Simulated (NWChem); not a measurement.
# GeSiH4, singlet; SMILES [SiH3][GeH]

```xyz
6

Ge     0.0014     0.8753     0.1462
H      1.5622     0.7866    -0.1840
Si    -0.0538    -1.5804     0.0230
H      0.8968    -2.1545     1.0333
H      0.4011    -2.0239    -1.3372
H     -1.4035    -2.1779     0.2723
```
Atoms are numbered in this order, from 1.

All runs: NWChem. Geometry optimised at PBE0/def2-SVP; all other runs use it. Low-valent species are run as closed-shell singlets; no triplet was tried in these runs. Vzz has the sign of the potential's second derivative.

```
quantity                                                       level  value
-----------------------------------------  -------------------------  -----
orbital gap (eV)                                     B3LYP/def2-TZVP      …
vertical, lowest excitation, singlet (eV)  PBE0/def2-SVP, full TDDFT      …
vertical ionisation energy, ΔSCF (eV)                 B3LYP/def2-SVP      …
Vzz Ge1 (a.u.)                                Hartree-Fock/def2-TZVP  5.488
dipole (D)                                             PBE0/def2-SVP   0.42
highest harmonic frequency (cm⁻¹)                      PBE0/def2-SVP   2221
```

**Question.** What belongs in the gaps?

**Answer.** 
- orbital gap (eV), value: 2.93
- vertical, lowest excitation, singlet (eV), value: 1.96
- vertical ionisation energy, ΔSCF (eV), value: 8.81
